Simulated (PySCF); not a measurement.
C3H6O2Si, SMILES C=C1OC([SiH3])O1. Heavy atoms are numbered as in [CH2:1]=[C:2]1[O:3][CH:4]([SiH3:5])[O:6]1. Hydrogens are named by the atom that carries them.

Geometry optimised at PBE0-D3(BJ)/def2-SVP. The structure was generated by enumeration, and PubChem lists no compound with its InChIKey, so it may never have been made.

Calculation: PySCF with PBE/pcSseg-1.

GIAO shieldings, no solvent; atoms alike by connectivity are averaged. δ = σ(ref) − σ: ¹³C against TMS (σ = 182.0 ppm); ¹⁷O against H2O (σ = 334.3 ppm); ²⁹Si against TMS (σ = 335.4 ppm); ¹H against TMS (σ = 31.49 ppm), references at their B3LYP-D3(BJ)/def2-TZVP geometries, non-relativistic.

| nucleus | atoms | count | δ (ppm) |
|---|---|---|---|
| ¹³C | C2 | 1 | 176.6 |
| ¹³C | C4 (CH) | 1 | 117.1 |
| ¹³C | C1 (CH2) | 1 | 55.2 |
| ¹⁷O | O3 | 2 | 181.3 |
| ²⁹Si | Si5 (SiH3) | 1 | -75.6 |
| ¹H | H on C4 | 1 | 7.11 |
| ¹H | H on Si5 | 3 | 4.27 |
| ¹H | H on C1 | 2 | 3.57 |
